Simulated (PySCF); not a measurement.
Electron correlation in V⁺ (vanadium, charge +1)

[Ar] 3d3 4s1, high-spin 5F determinant (an excited configuration). Computed with PySCF 2.14 in x2c-TZVPPall with one added diffuse shell each of s, p, d, f type (7s6p5d3f1g, 80 functions), with scalar relativity by spin-free X2C-1e. Frozen: [Ne]; 12 electrons correlated.

```csv
level,correlation energy (mhartree)
CCSD,-324.46
(T),-6.96
CCSD(T),-331.42
```

Diagnostics: T1 = 0.0095, D1 = 0.0338, largest double amplitude 0.018.

Cost of the coupled-cluster step: about 30 core-seconds, for 12 correlated electrons.

This basis was not built for core-valence correlation, so the inner-shell part is incomplete.
